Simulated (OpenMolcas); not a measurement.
**Ho2+ in a point-charge field**

Ho2+ among 12 point charges of -0.5 e arranged as a cuboctahedron (Oh), 3.15 Å from the ion.

```yaml
Program: OpenMolcas
Method: CASSCF
Basis: ANO-RCC-VDZP [7s6p4d2f1g]
Scalar_Hamiltonian: DKH2, point nucleus
Active_space: 11 electrons in 7 orbitals (4f)
State_averaging: 2S+1 = 4 odd, 35 roots; 2S+1 = 2 odd, 73 roots kept (CI in the orbitals of an earlier block)
Spin-orbit_coupling: RASSI with atomic mean-field integrals over the reference wave functions
```

The lowest spin-free states (labels of O, the rotations of Oh), above the lowest:

```tsv
State	Degeneracy	E (cm-1)	Free-ion L (%)
4A2	1	0.0	I (100)
4T2	3	6.6	I (100)
4E	2	12.4	I (100)
4T1	3	20.8	I (100)
4A1	1	22.0	I (100)
4T2	3	25.4	I (100)
2T1	3	16488	H (100)
2E	2	16489	H (100)
2T2	3	16490	H (100)
2T1	3	16492	H (100)
4T1	3	16837	F (100)
4A1	1	16845	S (100)
4T2	3	16850	F (100)
4A2	1	16854	F (100)
2T2	3	21972	G (100)
2E	2	21976	G (100)
2T1	3	21977	G (100)
2A1	1	21979	G (100)
2T1	3	24907	K (100)
2T2	3	24908	K (100)
```

The lowest levels with spin-orbit coupling:

```json
{"E (cm-1)": "0.0", "Degeneracy": "4", "Label": "Γ8", "2S+1": "4", "J": "7.50", "|mJ| (%)": "15/2 (30)", "g": ""}
{"E (cm-1)": "4.1", "Degeneracy": "2", "Label": "Γ6", "2S+1": "4", "J": "7.50", "|mJ| (%)": "1/2 (52)", "g": "5.99 5.99 5.99"}
{"E (cm-1)": "12.2", "Degeneracy": "4", "Label": "Γ8", "2S+1": "4", "J": "7.50", "|mJ| (%)": "9/2 (37)", "g": ""}
{"E (cm-1)": "15.3", "Degeneracy": "4", "Label": "Γ8", "2S+1": "4", "J": "7.50", "|mJ| (%)": "11/2 (45)", "g": ""}
{"E (cm-1)": "17.2", "Degeneracy": "2", "Label": "Γ7", "2S+1": "4", "J": "7.50", "|mJ| (%)": "13/2 (40)", "g": "6.79 6.79 6.79"}
{"E (cm-1)": "5520", "Degeneracy": "2", "Label": "Γ7", "2S+1": "4", "J": "6.50", "|mJ| (%)": "3/2 (36)", "g": "5.16 5.16 5.16"}
{"E (cm-1)": "5522", "Degeneracy": "4", "Label": "Γ8", "2S+1": "4", "J": "6.50", "|mJ| (%)": "1/2 (39)", "g": ""}
{"E (cm-1)": "5529", "Degeneracy": "4", "Label": "Γ8", "2S+1": "4", "J": "6.50", "|mJ| (%)": "7/2 (31)", "g": ""}
{"E (cm-1)": "5529", "Degeneracy": "2", "Label": "Γ7", "2S+1": "4", "J": "6.50", "|mJ| (%)": "11/2 (45)", "g": "4.42 4.42 4.42"}
{"E (cm-1)": "5530", "Degeneracy": "2", "Label": "Γ6", "2S+1": "4", "J": "6.50", "|mJ| (%)": "9/2 (69)", "g": "5.53 5.53 5.53"}
{"E (cm-1)": "9076", "Degeneracy": "2", "Label": "Γ7", "2S+1": "4", "J": "5.50", "|mJ| (%)": "3/2 (46)", "g": "3.58 3.58 3.58"}
{"E (cm-1)": "9076", "Degeneracy": "4", "Label": "Γ8", "2S+1": "4", "J": "5.50", "|mJ| (%)": "1/2 (44)", "g": ""}
{"E (cm-1)": "9081", "Degeneracy": "4", "Label": "Γ8", "2S+1": "4", "J": "5.50", "|mJ| (%)": "9/2 (42)", "g": ""}
{"E (cm-1)": "9082", "Degeneracy": "2", "Label": "Γ6", "2S+1": "4", "J": "5.50", "|mJ| (%)": "7/2 (73)", "g": "3.58 3.58 3.58"}
{"E (cm-1)": "11570", "Degeneracy": "4", "Label": "Γ8", "2S+1": "4 (82 %)", "J": "4.50", "|mJ| (%)": "9/2 (31)", "g": ""}
{"E (cm-1)": "11576", "Degeneracy": "2", "Label": "Γ6", "2S+1": "4 (82 %)", "J": "4.50", "|mJ| (%)": "1/2 (58)", "g": "2.83 2.83 2.83"}
{"E (cm-1)": "11580", "Degeneracy": "4", "Label": "Γ8", "2S+1": "4 (82 %)", "J": "4.50", "|mJ| (%)": "7/2 (48)", "g": ""}
{"E (cm-1)": "17461", "Degeneracy": "2", "Label": "Γ6", "2S+1": "4 (72 %)", "J": "4.50", "|mJ| (%)": "1/2 (58)", "g": "4.51 4.51 4.51"}
{"E (cm-1)": "17463", "Degeneracy": "4", "Label": "Γ8", "2S+1": "4 (72 %)", "J": "4.50", "|mJ| (%)": "3/2 (39)", "g": ""}
{"E (cm-1)": "17467", "Degeneracy": "4", "Label": "Γ8", "2S+1": "4 (72 %)", "J": "4.50", "|mJ| (%)": "7/2 (45)", "g": ""}
```

Powder χT (cm3 K/mol): 9.39 at 2 K, 11.1 at 10 K, 11.4 at 50 K, 11.4 at 100 K, 11.4 at 200 K, 11.4 at 300 K. The effective moment at 300 K is 2.828 √(χT) = 9.57 μB.

Hund's rules give f11 the level 4I15/2 with g = 1.200, so an isolated free-ion multiplet has χT = g² J(J+1) / 8 = 11.475 cm3 K/mol. The computed 11.448 at 300 K differs by 0 %, through the field's splitting, the mixing of terms and any other multiplet in reach.

Stevens parameters of the J = 15/2 multiplet, which is 17 cm-1 wide (cm-1, z along the main axis): B40 = -3.615e-04, B44 = -1.807e-03, B60 = -1.647e-06, B64 = 3.458e-05.

High states are left out of the spin-orbit mixing, which shifts the levels that they would mix with. This is an electrostatic model: the charges have no orbitals. The first state left out of the spin-orbit step lies near 46000 cm-1 above the lowest spin-free state of the reference (among the parities and spins computed), and the lists stop at four fifths of that energy or lower. No measured value stands beside these numbers.

The RASSCF and RASSI steps took 28 s on 1 thread of Arm Neoverse V1, on a shared host; the integral step is not counted.
